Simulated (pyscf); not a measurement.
Cl–Cu, singlet

Gas-phase minimum from PySCF at ωB97X-D3(BJ)/def2-SVP, one conformer. 

```
Cl
Cu 1 2.0872
```

Properties at ωB97X-D3(BJ)/def2-SVP:

| Quantity | Value |
|---|---|
| Harmonic wavenumbers, unscaled | 414 cm⁻¹ |
| Zero-point energy | 0.6 kcal/mol |
| Rotational symmetry number | 1 |
| Entropy of this conformer at 298 K and 1 atm, rigid rotor and harmonic oscillator, modes under 100 cm⁻¹ raised to 100 | 237.3 J/(mol K) |
| Dipole moment | 5.71 D |

Single-point totals, which compare only within one level (frozen core for MP2 and CC):

```
level                   total energy (hartree)
----------------------  ----------------------
ωB97X-D3(BJ)/def2-TZVP             -2100.73882
PBE/def2-TZVP                      -2100.33824
r²SCAN/def2-TZVP                   -2100.72239
B3LYP-D3(BJ)/def2-TZVP             -2100.83715
PBE0-D3(BJ)/def2-TZVP              -2100.37453
M06-2X/def2-TZVP                   -2100.70826
ωB97M-D3(BJ)/def2-TZVP             -2100.85347
HF/def2-TZVPP                      -2098.49404
MP2/def2-TZVPP                     -2099.52954
CCSD/def2-TZVPP                    -2099.43479
CCSD(T)/def2-TZVPP                 -2099.46397
```

The CCSD(T) − MP2 part came from Ansatz, without density fitting, on the same reference. The frozen core leaves the outer d or s,p core shells of the metals and heavy elements correlated in the MP2 and CC values, and def2-TZVPP describes them poorly, so these totals are far from the basis limit.
